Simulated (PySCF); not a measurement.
Choosing a molecule for a target property.

Each SMILES stands for a single optimised conformer of the isolated species, non-relativistic unless stated; the electronic structure was computed with PySCF and density fitting.

Dipoles, sizes and rotational constants follow the conformer. The torsions of the flexible species, by atom-mapped SMILES:
- `[CH3:1][C@@H:2]1[CH2:3][C@@H:4]1[SiH2:5][GeH3:6]`: C3–C4–Si5–Ge6 -146°
- `[GeH3:1][CH2:2][SiH2:3][CH:4]1[CH2:5][CH2:6]1`: Ge1–C2–Si3–C4 -51°, C2–Si3–C4–C5 85°
- `[CH3:1][P:2]([CH2:3][CH2:4][PH2:5])[C:6]([F:7])=[C:8]([F:9])[F:10]`: C1–P2–C3–C4 66°, P2–C3–C4–P5 58°, C1–P2–C6–F7 50°, H–P5–C4–C3 43°, H–P5–C4–C3 -51°
- `[CH2:1]=[CH:2][CH2:3][C@@H:4]([SiH3:5])[GeH3:6]`: C1–C2–C3–C4 -115°, C2–C3–C4–Si5 175°

Problem. Wanted: HOMO–LUMO gap above 7.7 eV (B3LYP/def2-SVPD) and lowest triplet excitation (Tamm–Dancoff) above 4.36 eV (TDA B3LYP/def2-SVPD), at PBE0-D3(BJ)/def2-SVP geometries. Which candidate meets both?
A. `C[C@@H]1C[C@@H]1[SiH2][GeH3]`
B. `C=CC[C@@H]([SiH3])[GeH3]`
C. `CP(CCP)C(F)=C(F)F`
D. `[GeH3][CH2][SiH2]C1CC1`

Solution. D. Computed values:
```
                     species  HOMO–LUMO gap  lowest triplet excitation (Tamm–Dancoff)
           CP(CCP)C(F)=C(F)F        6.41 eV                                   4.30 eV
    C=CC[C@@H]([SiH3])[GeH3]        7.08 eV                                   4.41 eV
C[C@@H]1C[C@@H]1[SiH2][GeH3]        7.41 eV                                   6.20 eV
      [GeH3][CH2][SiH2]C1CC1        7.99 eV                                   7.01 eV
```
